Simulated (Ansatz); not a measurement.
`[F][Ti]([F])([F])[SeH]`, charge 0, multiplicity 1.

(1) Give a relaxed structure at PBE0-D4/def2-TZVP (Ansatz 0.2.0). (An estimate is asked.)

## Answers

(1) Computed: 
```xyz
6

F    -0.255   -1.280    1.369
Ti    0.272    0.134    0.496
F     0.187    1.575    1.463
F     1.884   -0.166   -0.097
Se   -1.211    0.540   -1.360
H    -0.878   -0.803   -1.870
```
Point group Cs.
